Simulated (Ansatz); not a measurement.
Two isomers of C2H4SSi: A = `C#CS[SiH3]`, B = `C=C1[SiH2]S1`.

Calculated with Ansatz (gas phase, PBE0-D4/def2-TZVP geometries, no zero-point term in ΔE). CCSD(T)/CBS is the MP2 limit (def2-TZVPP, def2-QZVPP) plus CCSD(T) − MP2 in def2-TZVPP, frozen cores. Functionals use def2-TZVPP. B3LYP here is the variant with VWN-RPA as its local correlation; programs differ in this.

Problem. Which is lower in electronic energy at CCSD(T)/CBS, and by how much? (Estimate.)

Solution. Ansatz gave: B, by 14.9 kcal/mol.

Problem. Give E(B) − E(A) in kcal/mol with CCSD(T)/def2-SVP, PBE0-D4, LDA (SPW92), HF/def2-TZVPP, CCSD(T)/def2-TZVPP, r2SCAN-D4, B3LYP-D4. (Best estimate.)

Solution. The calculation gave: CCSD(T)/def2-SVP -13.6, PBE0-D4 -19.8, LDA (SPW92) -23.4, HF/def2-TZVPP -8.4, CCSD(T)/def2-TZVPP -14.2, r2SCAN-D4 -19.3, B3LYP-D4 -15.0. None reverses the order clearly.

Problem. Does the order hold for the free energy at 298.15 K (harmonic terms from PBE0-D4)? (Best estimate.)

Solution. Computed: Yes: G(B) − G(A) = -11.2 kcal/mol.

Largest T1 diagnostic: 0.014.

Leaving LDA and LC-ωPBE aside and taking each functional with its dispersion term where it has one, the values, not all of them listed here, spread over 6.3 kcal/mol, from PBE-D4 to B2PLYP. LDA lies −3.5 kcal/mol from PBE without D4. At CCSD(T), def2-SVP lies +1.4 kcal/mol from the extrapolated value and def2-TZVPP +0.7 kcal/mol.
